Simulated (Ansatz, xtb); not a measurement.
## Two isomers of C3H8F2OSi

Structure a is `COC[C@H](F)[SiH2]F`, a singlet and structure b is `CO[C@H](CF)[SiH2]F`, a singlet. Both are isolated molecules in the gas phase, relaxed with B3LYP-D3(BJ)/def2-SVP, each in the lowest conformer that the search found.

Question: Which of the two would you expect CCSD(T)/def2-SVP + ΔMP2/def2-TZVPP electronic energies to favour?

Answer: Not settled: CCSD(T)/def2-SVP + ΔMP2/def2-TZVPP gives E(b) − E(a) = −0.049 eV, but this leans on the basis-set step: CCSD(T) alone gives −0.032 eV.

How the difference moves with the method:

```tsv
level	geometry	E(b) − E(a) (eV)	departure from the last row (eV)	job, with rough time for the two
GFN2-xTB	GFN2-xTB	−0.011	+0.038	optimisation, 0.23 s
HF/STO-3G	GFN2-xTB	−0.060	−0.011	single point, 0.48 s
r2SCAN-D4/def2-SVP	GFN2-xTB	−0.056	−0.007	single point, 4.8 s
B3LYP-D3(BJ)/def2-SVP	B3LYP-D3(BJ)/def2-SVP	−0.012	+0.037	optimisation, 46 s
HF/def2-SVP	B3LYP-D3(BJ)/def2-SVP	−0.063	−0.014	part of the CCSD(T) run
MP2/def2-SVP	B3LYP-D3(BJ)/def2-SVP	−0.044	+0.005	part of the CCSD(T) run
CCSD(T)/def2-SVP	B3LYP-D3(BJ)/def2-SVP	−0.032	+0.017	single point
CCSD(T)/def2-SVP + ΔMP2/def2-TZVPP	B3LYP-D3(BJ)/def2-SVP	−0.049		single point, 96 s
```

As drawn, both hold the same kinds of bond in the same numbers.

GFN2-xTB, B3LYP-D3(BJ)/def2-SVP find them nearly level. The largest departure from CCSD(T)/def2-SVP + ΔMP2/def2-TZVPP is that of GFN2-xTB, 0.038 eV. The last row adds to CCSD(T) the change of the MP2 difference between the two basis sets, here −0.017 eV.

With thermal terms from frequencies at re-optimised GFN2-xTB minima (ideal gas, soft modes damped towards free rotors, one conformer each, 298.15 K, 1 atm): on the last row, ΔE + ΔZPE = −0.062, ΔH = −0.055, ΔG = −0.078 eV.

The correlated steps freeze 11 core orbitals. Codes used: Ansatz 0.2.0, xtb 6.7.1; the last row on 4 threads of Arm Neoverse V1 on a shared host.
